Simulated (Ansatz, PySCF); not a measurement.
SiCl2Br2, SMILES Cl[Si](Br)(Cl)Br.

Geometry: PBE0-D3(BJ)/def2-SVP.

Vertical ionisation energy (IE) and electron affinity (EA) in eV. Rows of orbital energies are one-electron estimates. Where ΔSCF, EOM or ADC give a negative EA the extra electron is unbound and the value depends on the basis.

```csv
level,IE,EA
"−ε(HOMO), −ε(LUMO), PBE0/def2-TZVP (PySCF)",(withheld),(withheld)
"−ε(HOMO), −ε(LUMO), PBE/def2-TZVP (PySCF)",7.53,2.25
"ΔSCF, PBE0/def2-SVPD (Ansatz), final states of multiplicity 2 and 2",10.86,0.07
"ΔSCF, PBE/def2-SVPD (Ansatz), final states of multiplicity 2 and 2",10.33,0.25
```

Q: Fill in the missing entries. (The exact figures need the calculation; the answer reports its results.)

A: 
- −ε(HOMO), −ε(LUMO), PBE0/def2-TZVP (PySCF), IE: 8.84
- −ε(HOMO), −ε(LUMO), PBE0/def2-TZVP (PySCF), EA: 1.33

Q: What vertical singlet–triplet gap does ΔSCF give with PBE0/def2-SVPD (Ansatz, a first-principles code) and with PBE/def2-SVPD (Ansatz)? (The exact figures need the calculation; the answer reports its results.)

A: 5.76 and 5.21 eV (triplet above singlet where positive).
